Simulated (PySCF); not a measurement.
## SnS⁺ at B97-3

Level: B97-3. basis Sn cc-pVDZ-PP with ECP28, S cc-pV(D+d)Z; scalar-relativistic core potentials; PySCF 2.14.

```
state                                                                                                             : ²Π (doublet), unpaired electrons π ↑
bond length                                                                                                       : 2.406 Å
harmonic wavenumber                                                                                               : 379 cm⁻¹
force constant                                                                                                    : 2.13 mdyn/Å
rotational constant Be                                                                                            : 0.1153 cm⁻¹
anharmonicity ωexe                                                                                                : 0.988 cm⁻¹
vibration–rotation constant αe                                                                                    : 0.000433 cm⁻¹
well depth De to Sn⁺ + S                                                                                          : 3.07 eV
dissociation energy D0                                                                                            : 3.05 eV
bond order (Mayer)                                                                                                : 1.49
dipole moment (positive dipole points towards S; it is taken about the centre of mass and depends on that origin) : -1.69 D
```

These are scalar-relativistic numbers at best; spin–orbit coupling would shift them, the dissociation energy most. For an ion De counts to the pair picked by the measured ionisation energies or electron affinities, which need not be the lowest pair at this level. The state is the lowest determinant that a PBE0 search found; another state may lie lower at other levels.
